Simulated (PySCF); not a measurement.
Ionisation energy of Ga by level of theory

Ga [Ar] 3d10 4s2 4p1 (2P) → Ga+ [Ar] 3d10 4s2 (1S), as a difference of total energies. All numbers are calculated (PySCF 2.14, the non-relativistic Hamiltonian (point nucleus), in def2-QZVPPD (12s7p5d4f1g, 95 functions)). Correlated levels: valence: [Ar] 3d10 frozen; valence and next inner shell: [Ne] frozen. The calculations carry no spin-orbit coupling.

```
                                method  ionisation energy (eV)
                                   UHF                   5.571
                                   LDA                   6.079
                                   PBE                   6.003
                                  PBE0                   6.024
                                r2SCAN                   6.150
                                 B3LYP                   6.030
                                 HSE06                   6.032
                                  TPSS                   6.015
                                 B97-3                   5.829
                         MP2 (valence)                   5.797
                     SCS-MP2 (valence)                   5.781
    MP2 (valence and next inner shell)                   5.870
SCS-MP2 (valence and next inner shell)                   5.823
```

Task: How much does correlation contribute at MP2 (valence and next inner shell)?

Result: 5.870 − (5.571) = 0.299 eV, measured against UHF.

A first-order spin-orbit estimate (lowest level to lowest level, LS coupling) adds 0.059 eV.

These non-relativistic numbers lack the scalar-relativistic shift.

Errors of the correlated levels include the incompleteness of this basis and the frozen core.

For comparison: 5.999 eV (measured; NIST Atomic Spectra Database, ionization energies).
